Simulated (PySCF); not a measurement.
Hf(OH)(NH2)3 (H7HfN3O), SMILES [NH2][Hf]([NH2])([NH2])[OH], multiplicity 1. The structure is a stationary point at r2SCAN-D4/def2-SVP. The multiplicity is an assumed one; no other spin state was optimised. The structure was generated by enumeration; whether it is a known compound was not checked. The def2 effective core potentials stand for the cores of Hf; spin–orbit coupling is left out. Other conformers were not sampled.

Computed with PySCF with r2SCAN-D4/def2-SVP.

Harmonic wavenumbers (cm⁻¹): 96, 96, 147, 147, 149, 202, 202, 312, 312, 358, 441, 461, 461, 472, 487, 487, 612, 612, 628, 685, 1508, 1508, 1508, 3534, 3534, 3536, 3626, 3626, 3627, 4006. Rotational constants (GHz): 2.647, 2.564, 2.564; symmetry number 3.

Question: Work out the zero-point energy and the ideal-gas rigid-rotor harmonic-oscillator thermochemistry at 298.15 K and 1 atm.

Answer: ZPE = ½ Σ hcν = ½ × 37380 cm⁻¹ = 53.44 kcal/mol. H − E(el) = 60.69 kcal/mol. Entropy in cal/(mol K): translation 42.37, rotation 25.13, vibration 29.32, total 96.82. G − E(el) = 31.82 kcal/mol. Cp = 38.09 cal/(mol K). Modes under 150 cm⁻¹ make the vibrational entropy uncertain.
